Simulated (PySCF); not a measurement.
# H3B, SMILES `B` (charge 0, multiplicity 1)

Computed with ωB97X-D3(BJ)/def2-TZVP // B3LYP-D3(BJ)/def2-TZVP (PySCF 2.14.0).

```
Quantity                                 Value
-------------  -------------------------------
HOMO                                 -12.60 eV
dipole moment                           0.00 D
HOMO–LUMO gap                         12.84 eV
LUMO                                   0.23 eV
total energy                       -26.6408 Ha
cost           around 1.8 core-seconds (rough)
```

Bonds (Å): B1–H2 1.189, B1–H3 1.189, B1–H4 1.189. Angles (°): H2–B1–H3 120.0, H2–B1–H4 120.0, H3–B1–H4 120.0.
